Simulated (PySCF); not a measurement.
Values are calculated unless marked as measured or tabulated.
# CH7B3N3

CH7B3N3 is a small molecule (built as: end group CH2), neutral, doublet. The structure, one conformer, was relaxed in the gas phase by PBE0-D3(BJ)/def2-SVP. No frequency run checks that it is a minimum.

SMILES: [CH2]B1NBNBN1

```
atom   x (Å)   y (Å)   z (Å)
  N1   0.585   1.070   0.236
  B2   1.659   0.449  -0.463
  N3   1.440  -0.867  -0.971
  B4   0.202  -1.557  -0.799
  N5  -0.834  -0.885  -0.092
  B6  -0.689   0.440   0.449
  C7  -1.832   1.142   1.212
  H8   0.728   2.003   0.601
  H9   2.717   1.015  -0.621
 H10   2.189  -1.327  -1.471
 H11   0.041  -2.673  -1.237
 H12  -1.716  -1.364   0.037
 H13  -1.741   2.153   1.624
 H14  -2.806   0.674   1.390
```

EPR values by unrestricted B3LYP, IGLO-III on B C N, pcH-1 on H.

(1) Predict g and the largest hyperfine couplings. Where does the spin sit?

(2) How do the isotropic couplings move with BHandHLYP?

Results:

(1) g = 2.0022, 2.0030, 2.0031. The spin sits on C7 (99 %, bonded to 1 B + 2 H) by Mulliken populations.
```
atom  isotope  isotropic (MHz)  dipolar, principal values (MHz)
  C7      13C             62.8              -70.5, -69.7, 140.2
 H14       1H            -54.9                -34.1, -0.8, 34.9
 H13       1H            -54.9                -34.1, -0.8, 34.9
  B6      11B            -27.6                   -4.3, 0.9, 3.4
  H8       1H             -4.4                  -3.3, -0.7, 4.0
 H12       1H             -4.4                  -3.3, -0.7, 4.0
```

(2) C7 62.8 to 82.3 MHz, H14 -54.9 to -64.2 MHz, H13 -54.9 to -64.2 MHz, B6 -27.6 to -32.7 MHz.

The 2 runs behind this took 110 s in all, one thread each of Arm Neoverse V2 on a shared host, launched as `OMP_NUM_THREADS=1 python cluster_run.py task.json out`.
